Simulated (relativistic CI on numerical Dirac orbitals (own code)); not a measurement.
**Line list: Electric-dipole lines, Tc⁴¹⁺**

These numbers are calculated, not measured: Dirac-Coulomb-Breit CI, orbitals from a KLI potential per configuration, a model potential for QED, unscaled Slater integrals (own radial code, finite nucleus).

Configurations in the expansion: 1s², 1s2s, 1s2p, 1s3s, 1s3p, 1s3d, 1s4s, 1s4p, 1s4d, 1s4f, 1s5s, 1s5p, 1s5d, 1s5f, 1s5g, 1s6s, 1s6p, 1s6d. Levels of other configurations are missing.

```
λ vac (Å)           Lower           Upper   A (s⁻¹)  log gf  S velocity/length
   0.6536     1s² ¹S0 [1]   1s2p ¹P°1 [7]  2.92e+15   -0.25               1.00
   3.5268   1s2p ³P°1 [4]   1s3d ³D2 [13]  1.70e+14    0.20               1.00
   3.6607   1s2p ³P°2 [6]   1s3d ³D3 [16]  2.02e+14    0.45               1.00
   3.6903   1s2p ¹P°1 [7]   1s3d ¹D2 [17]  1.80e+14    0.26               1.00
   10.110  1s3p ³P°1 [10]   1s4d ³D2 [23]  1.77e+13    0.13               1.00
   10.421  1s3p ³P°2 [12]   1s4d ³D3 [26]  2.18e+13    0.40               1.00
   10.480   1s3d ³D2 [13]  1s4f ³F°3 [27]  4.05e+13    0.67               1.00
   10.485   1s3d ³D1 [14]  1s4f ³F°2 [28]  3.65e+13    0.48               1.00
   10.487  1s3p ¹P°1 [15]   1s4d ¹D2 [29]  1.97e+13    0.21               1.00
   10.580   1s3d ³D3 [16]  1s4f ³F°4 [30]  4.29e+13    0.81               1.00
   10.586   1s3d ¹D2 [17]  1s4f ¹F°3 [31]  4.08e+13    0.68               1.00
   22.511  1s4p ³P°2 [22]   1s5d ³D3 [40]  4.56e+12    0.38               1.00
   22.625   1s4d ³D2 [23]  1s5f ³F°3 [41]  7.53e+12    0.61               1.00
   22.632   1s4d ³D1 [24]  1s5f ³F°2 [42]  6.79e+12    0.42               1.00
   22.808   1s4d ³D3 [26]  1s5f ³F°4 [44]  8.05e+12    0.75               1.00
   22.816  1s4f ³F°3 [27]   1s5g ³G4 [45]  1.28e+13    0.96               1.00
   22.821  1s4f ³F°2 [28]   1s5g ³G3 [46]  1.22e+13    0.82               1.00
   22.822   1s4d ¹D2 [29]  1s5f ¹F°3 [47]  7.66e+12    0.62               1.00
   22.903  1s4f ³F°4 [30]   1s5g ³G5 [48]  1.32e+13    1.06               1.00
   22.906  1s4f ¹F°3 [31]   1s5g ¹G4 [49]  1.29e+13    0.96               1.00
```

Terms are leading LS components. Brackets give the number of a level in order of energy, since labels repeat. The list gives strong lines, with weight on those to low levels. Levels whose partners in the same complex of configurations lie outside the list can be far off, and so can their lines. Rates are taken at the computed energies, electric ones in the length gauge. A velocity-to-length ratio far from 1 marks an uncertain rate.

At this charge energies of transitions that change n are usually good to better than 1 %, and those within a shell (Δn = 0) to a few per cent.

Task: From the table, what is the radiative lifetime of 1s2p ¹P°1?

Result: The listed rates from this level add up to about 2.92e+15 s⁻¹, 100 % of its decay; with all channels τ = 3.42e-16 s.

LS names give the leading component of a level, which can be under half, so a name can repeat, a term be missing and a line seem to break the LS rules.
